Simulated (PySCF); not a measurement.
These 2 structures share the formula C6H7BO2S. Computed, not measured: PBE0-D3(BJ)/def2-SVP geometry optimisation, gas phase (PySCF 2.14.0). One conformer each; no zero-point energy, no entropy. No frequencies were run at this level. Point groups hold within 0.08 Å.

Problem. Order them by energy at this level, lowest first, and give relative energies in kcal/mol.
A. `[CH2:1]=[C:2]([B:3]([OH:4])[OH:5])[c:6]1[cH:7][cH:8][cH:9][s:10]1` with C2–B3–O4–H 179°, C2–B3–O5–H 7°, C1–C2–C6–C7 177°
B. `[OH:1][B:2]([OH:3])[c:4]1[cH:5][cH:6][c:7]([SH:8])[cH:9][cH:10]1` with H–O1–B2–O3 176°, O1–B2–O3–H -1°, C6–C7–S8–H -179°

Solution. B (0.0), A (21.5).

As drawn, the lower has an S–H bond, which the higher lacks; the higher has a C=C bond outside aromatic rings, which the lower lacks.

```csv
SMILES,E (Eh),E rel (kcal/mol),dipole (D),point group,"A, B, C (MHz)"
OB(O)c1ccc(S)cc1,-805.45520,0.0,0.51,–,"3649, 527.5, 462.0"
C=C(B(O)O)c1cccs1,-805.42086,21.5,1.08,C1,"2376, 754.6, 587.2"
```

Problem. How do the relative energies change in single points at PBE0/pcSseg-1 (no added dispersion term) on the same geometries?

Solution. 
```csv
SMILES,PBE0-D3(BJ)/def2-SVP (kcal/mol),PBE0/pcSseg-1 (kcal/mol),shift
OB(O)c1ccc(S)cc1,0.0,0.0,0.0
C=C(B(O)O)c1cccs1,21.5,21.3,-0.2
```

Each column counts from its own lowest isomer. The order is unchanged; the largest shift is 0.2 kcal/mol.
